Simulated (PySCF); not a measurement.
## Computed structure and properties of [WO3(OH)]−

System: [WO3(OH)]− (singlet); start: template (Cs). Method: PySCF 2.14.0, RKS B3LYP, W def2-SVP with ECP60, O def2-SVP, H def2-SVP; non-relativistic Hamiltonian with scalar-relativistic core potentials where named; density fitting; no spin-orbit coupling.

Input of the relaxation:

```python
mol = gto.M(atom='''
W      0.01747    -0.01747     0.01574
O      0.88907     0.85413     0.88734
O     -0.85413    -0.88907     0.88734
O      0.88907    -0.88907    -0.85586
O     -1.01903     1.01903    -1.02076
H     -1.68153     1.68153    -1.25456''',
    basis={'W': 'def2-SVP', 'O': 'def2-SVP', 'H': 'def2-SVP'},
    ecp={'W': 'def2-SVP'},
    charge=-1, spin=0)
mf = dft.RKS(mol, xc='B3LYP')
mf.grids.atom_grid = (50, 194)
mf = mf.density_fit()  # fitting sets: W def2-universal-JKFIT, O def2-universal-JKFIT, H def2-universal-JKFIT
mf.conv_tol = 1e-08; mf.max_cycle = 55
mf.kernel(dm0)  # dm0: converged density of the start geometry
# quasi-Newton relaxation in Cartesian coordinates to a largest gradient under 0.00045 Eh/bohr, steps kept in the point group
```

Run from Python with OMP_NUM_THREADS=2; the lines above give its settings. Where DIIS fails, smearing, a level shift and second-order steps follow.
It took 30 s on 2 threads of Arm Neoverse V2, on a shared host, from the converged density of the start.

Course of the relaxation:

```json
{"step": "0", "energy above end (eV)": "8.4561", "largest force component within the symmetry (eV/Å)": "15.270"}
{"step": "1", "energy above end (eV)": "0.6528", "largest force component within the symmetry (eV/Å)": "3.570"}
{"step": "2", "energy above end (eV)": "0.1723", "largest force component within the symmetry (eV/Å)": "0.681"}
{"step": "3", "energy above end (eV)": "0.1496", "largest force component within the symmetry (eV/Å)": "0.492"}
{"step": "4", "energy above end (eV)": "0.1178", "largest force component within the symmetry (eV/Å)": "0.478"}
{"step": "5", "energy above end (eV)": "0.0960", "largest force component within the symmetry (eV/Å)": "0.649"}
{"step": "6", "energy above end (eV)": "0.0575", "largest force component within the symmetry (eV/Å)": "0.626"}
{"step": "7", "energy above end (eV)": "0.0211", "largest force component within the symmetry (eV/Å)": "0.227"}
{"step": "8", "energy above end (eV)": "0.0210", "largest force component within the symmetry (eV/Å)": "0.777"}
{"step": "9", "energy above end (eV)": "0.0049", "largest force component within the symmetry (eV/Å)": "0.099"}
{"step": "10", "energy above end (eV)": "0.0024", "largest force component within the symmetry (eV/Å)": "0.086"}
{"step": "11", "energy above end (eV)": "0.0001", "largest force component within the symmetry (eV/Å)": "0.056"}
{"step": "12", "energy above end (eV)": "0.0000", "largest force component within the symmetry (eV/Å)": "0.018"}
```

Relaxed geometry (Cs):

```xyz
6

W     0.0121   -0.0121   -0.0525
O     0.9454    1.0785    0.9643
O    -1.0785   -0.9454    0.9643
O     1.0756   -1.0756   -0.9620
O    -1.0443    1.0443   -1.3221
H    -1.6692    1.6692   -0.9326
```

```tsv
contact	Å
W1–O2 (O)	1.759
W1–O3 (O)	1.759
W1–O4 (O)	1.758
W1–O5 (OH)	1.961
```

On the finer grid (75, 302):

The HOMO is -2.43 eV, the LUMO is 3.98 eV and the dipole about the centre of mass is 3.25 D. The set of Mulliken populations of W1 outside the core potential is s 2.44, p 6.49, d 4.00, f 0.22. The D3(BJ) dispersion energy (not in the energies) is -0.230 eV.

```csv
atom,Mulliken (e),Löwdin (e),spin (e)
W1,0.85,0.09,0.00
O2,-0.51,-0.32,0.00
O3,-0.51,-0.32,0.00
O4,-0.51,-0.31,0.00
O5,-0.50,-0.24,0.00
H6,0.19,0.08,0.00
```

On the grid (50, 194), as all that follows. Harmonic modes: a minimum; lowest 157 cm⁻¹ (negative: unstable), highest 3846 cm⁻¹, zero-point energy 0.589 eV.

Rigid scan of O along the line from its metal, all other atoms held (where the atom bridges, its other bond changes as well):

distance to O2 (Å), energy (eV) and a bar:
```
     1.46      3.599 ##############################
     1.56      1.325 ###########
     1.66      0.276 ##
     1.76      0.000 
     1.86      0.197 ##
     1.96      0.675 ######
     2.06      1.305 ###########
     2.21      2.367 ####################
```

Taking off one OH (charge -1, singlet; the rest: singlet) in vacuum, both parts rigid, costs 8.50 eV; the small basis without counterpoise inflates it.

Rigid scan of OH along the line from its metal, all other atoms held (where the atom bridges, its other bond changes as well):

distance to O5 (Å), energy (eV) and a bar:
```
     1.66      1.740 ############
     1.76      0.648 ####
     1.86      0.137 #
     1.96      0.000 
     2.06      0.097 #
     2.16      0.335 ##
     2.36      1.012 #######
     2.66      2.111 ###############
     3.06      3.321 #######################
     3.56      4.331 ##############################
```

One start shape was tried, so this needn't be the lowest isomer.
